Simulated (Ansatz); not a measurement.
Cost and result for the atomization energy of CH6FGaSi2 (11 atoms, 10 bonds).

Cartesian coordinates in Å:
```
F -0.4020 1.2134 1.6477
Si 0.8335 1.1242 0.5844
C 0.7134 -0.5207 -0.2316
Si -1.1090 -0.9210 -0.6729
Ga -2.6031 -0.2928 1.3824
H 2.0587 1.3440 1.3922
H 1.3433 -0.5444 -1.1268
H 1.0856 -1.2894 0.4542
H -1.4286 -0.0436 -1.8500
H -1.1293 -2.3178 -1.2159
H 0.6377 2.2480 -0.3637
```

Charge 0, multiplicity 1. Correlated methods include outer-core shells of Ga, which these sets cover unevenly. Scalar relativity is left out up to krypton. The bonds changed during the relaxation, so this is another structure than the one it started from. Geometry: relaxed with PBE0-D4/def2-TZVP. Program: Ansatz. All runs use 4 threads of an Arm Neoverse V2 on a shared host. Times are those of one run each, without the atoms' runs, and a repeat can differ threefold. Electronic energies, without spin–orbit coupling; frozen cores. CCSD(T)/CBS adds CCSD(T) − MP2 in def2-TZVPP to the MP2 limit, and its time is that of the two runs behind it. T1 = 0.013; the RHF reference is unstable towards UHF. With those shells the extrapolation isn't a true limit. B3LYP takes the VWN-RPA correlation (the form of Gaussian; ORCA's B3LYP/G).

CCSD(T)/CBS is a level of theory with its own doubt, some kJ/mol a heavy atom from the limit and from the frozen cores, so smaller differences don't rank the functionals.

```json
{"level": "PBE-D4/def2-TZVPP (with forces)", "functions": "278", "wall time": "2.9 s", "atomization (kJ/mol)": "3601.7", "difference from CCSD(T)/CBS": "-2.1", "per bond": "-0.2"}
{"level": "PBE0-D4/def2-TZVPP", "functions": "278", "wall time": "4.2 s", "atomization (kJ/mol)": "3567.8", "difference from CCSD(T)/CBS": "-36.0", "per bond": "-3.6"}
{"level": "r2SCAN-D4/def2-TZVPP (with forces)", "functions": "278", "wall time": "6 s", "atomization (kJ/mol)": "3594.5", "difference from CCSD(T)/CBS": "-9.3", "per bond": "-0.9"}
{"level": "B3LYP-D4/def2-TZVPP (with forces)", "functions": "278", "wall time": "6.5 s", "atomization (kJ/mol)": "3586.0", "difference from CCSD(T)/CBS": "-17.8", "per bond": "-1.8"}
{"level": "B2PLYP/def2-TZVPP", "functions": "278", "wall time": "7.5 s", "atomization (kJ/mol)": "3538.1", "difference from CCSD(T)/CBS": "-65.7", "per bond": "-6.6"}
{"level": "ωB97X-V/def2-TZVPP", "functions": "278", "wall time": "11 s", "atomization (kJ/mol)": "3613.5", "difference from CCSD(T)/CBS": "9.7", "per bond": "1.0"}
{"level": "ωB97M-V/def2-TZVPP (with forces)", "functions": "278", "wall time": "16 s", "atomization (kJ/mol)": "3597.2", "difference from CCSD(T)/CBS": "-6.6", "per bond": "-0.7"}
{"level": "MP2/def2-QZVPP", "functions": "523", "wall time": "33 s", "atomization (kJ/mol)": "3590.7", "difference from CCSD(T)/CBS": "-13.1", "per bond": "-1.3"}
{"level": "CCSD(T)/def2-TZVPP", "functions": "278", "wall time": "4.3 min", "atomization (kJ/mol)": "3510.0", "difference from CCSD(T)/CBS": "-93.8", "per bond": "-9.4"}
{"level": "CCSD(T)/CBS(def2)", "functions": "–", "wall time": "4.8 min", "atomization (kJ/mol)": "3603.8", "difference from CCSD(T)/CBS": "0.0", "per bond": "0.0"}
```

From PBE to PBE0 (25 % exact exchange), in def2-TZVPP and without D4, the atomization energy moves by −29.3 kJ/mol: exact exchange takes away binding that semilocal exchange gives to molecules. In def2-TZVPP, CCSD(T) changes the Hartree–Fock value by +810.4 kJ/mol (the triples alone add +44.0 kJ/mol) and MP2 by +835.2 kJ/mol; breaking electron pairs costs correlation energy, which Hartree–Fock lacks. The D4 term adds +53.1 kJ/mol with B3LYP and +27.9 kJ/mol with PBE0; it sums over pairs of atoms, weighted by their polarisabilities, and B3LYP, whose exchange is more repulsive, gets the larger term.
